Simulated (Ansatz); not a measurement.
```yaml
crystal:
  periodic: [false, false, false]
  atoms:
    - {symbol: Fe, position_ang: [1.489394, 0.926490, 0.451947]}
    - {symbol: Fe, position_ang: [0.406155, -0.018701, -1.303740]}
    - {symbol: Fe, position_ang: [-1.088144, 1.406066, -0.357750]}
    - {symbol: Fe, position_ang: [1.091360, -1.405196, 0.358791]}
    - {symbol: Fe, position_ang: [-1.492143, -0.924474, -0.452898]}
    - {symbol: Fe, position_ang: [-0.406623, 0.015825, 1.303640]}
basis:
  gaussian: {orbitals: def2-SVP, initial_orbitals: start.molden}
total_charge: 1
magnetization: {spin_polarized: true, initial_magnetization: 17}
hamiltonian: {xc: {name: wB97X-V}}
scf: {omitted_lower_state_checks: [starts]}
output: {orbitals: {seedname: orbitals}}
```

The file start.molden holds the orbitals of an earlier run on this structure, at another level or in another basis.

```sh
$ ansatz run in.yaml --threads 4 --pin off --events-out ev --progress --plain --max-ram 4787MiB
```

(1) Does this run fit into the memory that it is given?

## Answers

(1) No. It has 186 basis functions, and Ansatz plans for 5.05 GiB where 4.67 GiB are given.
